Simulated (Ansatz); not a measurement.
`CCB(O)S` + H₂ → `CCBS` + H₂O  (hydrogenolysis of a B–O bond)

Isolated molecules relaxed with PBE0-D4/def2-TZVP in Ansatz; ΔE leaves out vibrations. CBS: MP2 limit from def2 TZ/QZ plus the TZ coupled-cluster correction, frozen cores. This one scheme is used for every species. DFT in def2-TZVPP. HSE06 is defined as in plane-wave codes. Each species was taken in one conformer, which may not be the lowest.

```tsv
level	ΔE (kcal/mol)
HSE06-D4	23.6
LC-ωPBE	23.6
```

(1) What does CCSD(T)/CBS give? (Best estimate.)

Largest T1 diagnostic among the species: 0.012.

Results:

(1) The calculation gave: +23.4 kcal/mol. The listed levels differ from it by 0.2, 0.2 kcal/mol.

At CCSD(T), def2-SVP lies +4.5 kcal/mol from the extrapolated value and def2-TZVPP +0.5 kcal/mol. From r2SCAN to r2SCAN0 (25 % exact exchange), in def2-TZVPP and without D4, ΔE moves by −0.9 kcal/mol.
